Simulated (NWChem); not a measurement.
System: KI; SMILES [K][I]

Here is an NWChem input.

```
start job
memory heap 200 mb stack 900 mb global 1100 mb
geometry units angstroms
  K      0.000000     0.000000    -2.281259
  I      0.000000     0.000000     0.789438
end
basis spherical
  K library def2-svp
  I library def2-svp
end
ecp
  I library def2-ecp
end
dft
  xc pbe0
  iterations 150
end
driver
  maxiter 120
end
task dft optimize
dft
  grid fine
  convergence energy 1d-8 density 1d-7
end
task dft freq numerical
```

NWChem printed, in part:

```
             Northwest Computational Chemistry Package (NWChem) 7.3.0
             --------------------------------------------------------

 ORDER OF PRIMARY AXIS IS BEING SET TO 4
 C4V symmetry detected

                             Geometry "geometry" -> ""
                             -------------------------

 Output coordinates in angstroms (scale by  1.889725989 to convert to a.u.)

  No.       Tag          Charge          X              Y              Z
 ---- ---------------- ---------- -------------- -------------- --------------
    1 K                   19.0000     0.00000000     0.00000000    -2.26037418
    2 I                   53.0000     0.00000000     0.00000000     0.81032282

 Effective nuclear repulsion energy (a.u.)     173.5376332288

      Symmetry information
      --------------------

 Group name             C4v
 Group number             18
 Group order               8
 No. of unique centers     2

                                Z-matrix (autoz)
                                --------

 Units are Angstrom for bonds and degrees for angles

      Type          Name      I     J     K     L     M      Value
      ----------- --------  ----- ----- ----- ----- ----- ----------
    1 Stretch                  1     2                       3.07070

                           NWChem Geometry Optimization
                           ----------------------------

 maximum gradient threshold         (gmax) =   0.000450
 rms gradient threshold             (grms) =   0.000300
 maximum cartesian step threshold   (xmax) =   0.001800
 rms cartesian step threshold       (xrms) =   0.001200
 fixed trust radius                (trust) =   0.300000
 source of zmatrix                         =   autoz

          -------------------
          Energy Minimization
          -------------------

 Using diagonal initial Hessian
 Scaling for Hessian diagonals: bonds = 1.00  angles = 0.25  torsions = 0.10

          --------
          Step   0

                                 NWChem DFT Module
                                 -----------------

 Summary of "ao basis" -> "ao basis" (spherical)
 ------------------------------------------------------------------------------
       Tag                 Description            Shells   Functions and Types
 ---------------- ------------------------------  ------  ---------------------
 K                          def2-svp                10       24   5s3p2d
 I                          def2-svp                10       26   4s4p2d

      Symmetry analysis of basis
      --------------------------

        a1         20
        a2          0
        b1          4
        b2          4
        e          22

            General Information
            -------------------
          SCF calculation type: DFT
          Wavefunction type:  closed shell.
          No. of atoms     :     2
          No. of electrons :    44
           Alpha electrons :    22
            Beta electrons :    22
          Charge           :     0
          Spin multiplicity:     1
          Use of symmetry is: on ; symmetry adaption is: on
          Maximum number of iterations: 150
          AO basis - number of functions:    50
                     number of shells:    20
          Convergence on energy requested:  1.00D-06
          Convergence on density requested:  1.00D-05
          Convergence on gradient requested:  5.00D-04

              XC Information
              --------------
                         PBE0 Method XC Functional
                     Hartree-Fock (Exact) Exchange  0.250
          PerdewBurkeErnzerhof Exchange Functional  0.750
            Perdew 1991 LDA Correlation Functional  1.000 local
           PerdewBurkeErnz. Correlation Functional  1.000 non-local

             Grid Information
             ----------------
          Grid used for XC integration:  medium
          Radial quadrature: Mura-Knowles
          Angular quadrature: Lebedev.
          Tag              B.-S. Rad. Rad. Pts. Rad. Cut. Ang. Pts.
          ---              ---------- --------- --------- ---------
          K                   2.20      112          14.0       590
          I                   1.40      123          12.0       590
          Grid pruning is: on
          Number of quadrature shells:   235
          Spatial weights used:  Erf1

      Superposition of Atomic Density Guess
      -------------------------------------

 Sum of atomic energies:        -946.20449178

      Non-variational initial energy
      ------------------------------

 Total energy =    -895.657479
 1-e energy   =   -1504.416223
 2-e energy   =     526.901369
 HOMO         =      -0.358335
 LUMO         =      -0.044804

      Symmetry analysis of molecular orbitals - initial
      -------------------------------------------------

 !! scf_movecs_sym_adapt:    8 vectors were symmetry contaminated

  Symmetry fudging

 !! scf_movecs_sym_adapt:    8 vectors were symmetry contaminated

  Numbering of irreducible representations:

     1 a1          2 a2          3 b1          4 b2          5 e

  Orbital symmetries:

     1 a1          2 a1          3 a1          4 e           5 e
     6 a1          7 a1          8 e           9 e          10 a1
    11 e          12 e          13 b2         14 b1         15 a1
    16 a1         17 e          18 e          19 a1         20 a1
    21 e          22 e          23 a1         24 a1         25 e
    26 e          27 a1         28 b2         29 b1         30 e
    31 e          32 a1

   convergence    iter        energy       DeltaE   RMS-Dens  Diis-err
 ---------------- ----- ----------------- --------- --------- ---------
 d= 0,ls=0.0,diis     1   -897.4493789753 -9.79D+02  1.88D-02  1.14D-01
 d= 0,ls=0.0,diis     2   -897.4571435315 -7.76D-03  9.15D-03  8.44D-02
 d= 0,ls=0.0,diis     3   -897.4702195850 -1.31D-02  6.46D-04  5.36D-04
 d= 0,ls=0.0,diis     4   -897.4703097728 -9.02D-05  9.82D-05  2.45D-05
 d= 0,ls=0.0,diis     5   -897.4703136215 -3.85D-06  2.66D-05  9.95D-07
 d= 0,ls=0.0,diis     6   -897.4703138051 -1.84D-07  7.54D-06  3.43D-08

         Total DFT energy =     -897.470313805145
      One electron energy =    -1507.890415455084
           Coulomb energy =      584.186135173233
    Exchange-Corr. energy =      -55.623407687810
 Nuclear repulsion energy =       81.857374164516

 Numeric. integr. density =       43.999999968778

                  Occupations of the irreducible representations
                  ----------------------------------------------

                     irrep           alpha         beta
                     --------     --------     --------
                     a1               10.0         10.0
                     a2                0.0          0.0
                     b1                1.0          1.0
                     b2                1.0          1.0
                     e                10.0         10.0

                       DFT Final Molecular Orbital Analysis
                       ------------------------------------

 Vector   20  Occ=2.000000D+00  E=-2.083561D-01  Symmetry=a1
              MO Center= -3.9D-16, -3.1D-16,  6.7D-01, r^2= 2.5D+00
   Bfn.  Coefficient  Atom+Function         Bfn.  Coefficient  Atom+Function
  ----- ------------  ---------------      ----- ------------  ---------------
    37      0.548835  2 I  pz                40      0.546682  2 I  pz
     4     -0.246177  1 K  s                 34     -0.231509  2 I  pz
    31     -0.187968  2 I  pz                 3      0.149812  1 K  s
    11      0.130008  1 K  pz                 5      0.094440  1 K  s
    27      0.079058  2 I  s                 17     -0.044021  1 K  d  0

 Vector   21  Occ=2.000000D+00  E=-1.947806D-01  Symmetry=e
              MO Center=  2.5D-15,  7.7D-16,  7.2D-01, r^2= 2.2D+00
   Bfn.  Coefficient  Atom+Function         Bfn.  Coefficient  Atom+Function
  ----- ------------  ---------------      ----- ------------  ---------------
    39      0.540981  2 I  py                36      0.533633  2 I  py
    33     -0.224533  2 I  py                30     -0.181972  2 I  py
    38      0.167855  2 I  px                35      0.165575  2 I  px
    13      0.074932  1 K  py                32     -0.069668  2 I  px
    29     -0.056462  2 I  px                21      0.048327  1 K  d -1

 Vector   22  Occ=2.000000D+00  E=-1.947806D-01  Symmetry=e
              MO Center=  4.4D-17, -1.3D-16,  7.2D-01, r^2= 2.2D+00
   Bfn.  Coefficient  Atom+Function         Bfn.  Coefficient  Atom+Function
  ----- ------------  ---------------      ----- ------------  ---------------
    38      0.540981  2 I  px                35      0.533633  2 I  px
    32     -0.224533  2 I  px                29     -0.181972  2 I  px
    39     -0.167855  2 I  py                36     -0.165575  2 I  py
    12      0.074932  1 K  px                33      0.069668  2 I  py
    30      0.056462  2 I  py                23     -0.048327  1 K  d  1

 Vector   23  Occ=0.000000D+00  E=-5.704120D-02  Symmetry=a1
              MO Center= -8.7D-15, -4.4D-15, -3.3D+00, r^2= 8.1D+00
   Bfn.  Coefficient  Atom+Function         Bfn.  Coefficient  Atom+Function
  ----- ------------  ---------------      ----- ------------  ---------------
     4      0.824227  1 K  s                 14     -0.406490  1 K  pz
     3     -0.328383  1 K  s                  5      0.164872  1 K  s
    11      0.140950  1 K  pz                37      0.111857  2 I  pz
    40      0.097379  2 I  pz                27     -0.078088  2 I  s
     2      0.060092  1 K  s                 34     -0.044121  2 I  pz

 Vector   24  Occ=0.000000D+00  E= 1.047024D-02  Symmetry=e
              MO Center=  2.9D-16,  6.2D-15, -2.6D+00, r^2= 8.6D+00
   Bfn.  Coefficient  Atom+Function         Bfn.  Coefficient  Atom+Function
  ----- ------------  ---------------      ----- ------------  ---------------
    12      0.762052  1 K  px                13     -0.709538  1 K  py
     9     -0.204029  1 K  px                10      0.189969  1 K  py
    38     -0.131487  2 I  px                39      0.122426  2 I  py
    23      0.097466  1 K  d  1              21      0.090749  1 K  d -1
    35     -0.061243  2 I  px                36      0.057023  2 I  py

[...]

      ----------------------
      Optimization converged
      ----------------------

  Step       Energy      Delta E   Gmax     Grms     Xrms     Xmax
  ---- ---------------- -------- -------- -------- -------- --------
@    1    -897.47031381 -7.5D-09  0.00000  0.00000  0.00000  0.00000
                                     ok       ok       ok       ok

                                Z-matrix (autoz)
                                --------

 Units are Angstrom for bonds and degrees for angles

      Type          Name      I     J     K     L     M      Value     Gradient
      ----------- --------  ----- ----- ----- ----- ----- ---------- ----------
    1 Stretch                  1     2                       3.07070    0.00000

                         Geometry "geometry" -> "geometry"
                         ---------------------------------

 Output coordinates in angstroms (scale by  1.889725989 to convert to a.u.)

  No.       Tag          Charge          X              Y              Z
 ---- ---------------- ---------- -------------- -------------- --------------
    1 K                   19.0000     0.00000000     0.00000000    -2.26037416
    2 I                   53.0000     0.00000000     0.00000000     0.81032280

 Effective nuclear repulsion energy (a.u.)     173.5376357777

      Symmetry information
      --------------------

 Group name             C4v
 Group number             18
 Group order               8
 No. of unique centers     2

                Final and change from initial internal coordinates
                --------------------------------------------------

                                Z-matrix (autoz)
                                --------

 Units are Angstrom for bonds and degrees for angles

      Type          Name      I     J     K     L     M      Value       Change
      ----------- --------  ----- ----- ----- ----- ----- ---------- ----------
    1 Stretch                  1     2                       3.07070   -0.00000

 ==============================================================================
                                internuclear distances
 ------------------------------------------------------------------------------
       center one      |      center two      | atomic units |  angstroms
 ------------------------------------------------------------------------------
    2 I                |   1 K                |     5.80278  |     3.07070
 ------------------------------------------------------------------------------
                         number of included internuclear distances:          1
 ==============================================================================

[second-derivative integrals and response iterations left out]

  Vibrational analysis via the FX method

  See chapter 2 in "Molecular Vibrations" by Wilson, Decius and Cross

  Vib: Default input used

 ---------------------------- Atom information ----------------------------
     atom    #        X              Y              Z            mass
 --------------------------------------------------------------------------
    K        1  0.0000000D+00  0.0000000D+00 -4.2714878D+00  3.8963710D+01
    I        2  0.0000000D+00  0.0000000D+00  1.5312880D+00  1.2690040D+02
 --------------------------------------------------------------------------

[unprojected Hessian and modes left out]

        Vibrational analysis via the FX method
  --- with translations and rotations projected out ---
  --- via the Eckart algorithm                      ---
 Dependent rotation vector no.                    3
  found in ECKART; assuming linear geometry
 Projected Nuclear Hessian trans-rot subspace norm:1.2037D-35
                         (should be close to zero!)

[projected Hessian left out]

 Rotational Constants
 --------------------
 A=   0.000000 cm-1  (  0.000000 K)
 B=   0.059973 cm-1  (  0.086286 K)
 C=   0.059973 cm-1  (  0.086286 K)

 Temperature                      =   298.15K
 frequency scaling parameter      =   1.0000

 Linear Molecule

 Zero-Point correction to Energy  =    0.262 kcal/mol  (  0.000418 au)
 Thermal correction to Energy     =    2.111 kcal/mol  (  0.003364 au)
 Thermal correction to Enthalpy   =    2.703 kcal/mol  (  0.004308 au)

 Total Entropy                    =   61.669 cal/mol-K
   - Translational                =   41.208 cal/mol-K (mol. weight = 165.8641)
   - Rotational                   =   18.170 cal/mol-K (symmetry #  =        1)
   - Vibrational                  =    2.291 cal/mol-K

 Cv (constant volume heat capacity) =    6.827 cal/mol-K
   - Translational                  =    2.979 cal/mol-K
   - Rotational                     =    1.986 cal/mol-K
   - Vibrational                    =    1.861 cal/mol-K

[normal modes left out]

 ----------------------------------------------------------------------------
 Normal Eigenvalue ||           Projected Infra Red Intensities
  Mode   [cm**-1]  || [atomic units] [(debye/angs)**2] [(KM/mol)] [arbitrary]
 ------ ---------- || -------------- ----------------- ---------- -----------
    1        0.000 ||    0.014528           0.335        14.162      13.446
    2        0.000 ||    0.014528           0.335        14.162      13.446
    3        0.000 ||    0.004461           0.103         4.348       4.128
    4        0.000 ||    0.004461           0.103         4.348       4.128
    5        0.000 ||    0.000000           0.000         0.000       0.000
    6      183.544 ||    0.026851           0.619        26.176      24.851
 ----------------------------------------------------------------------------
```

Level: PBE0/def2-SVP with def2 effective core potentials on I. def2 effective core potentials on I; no spin-orbit coupling.
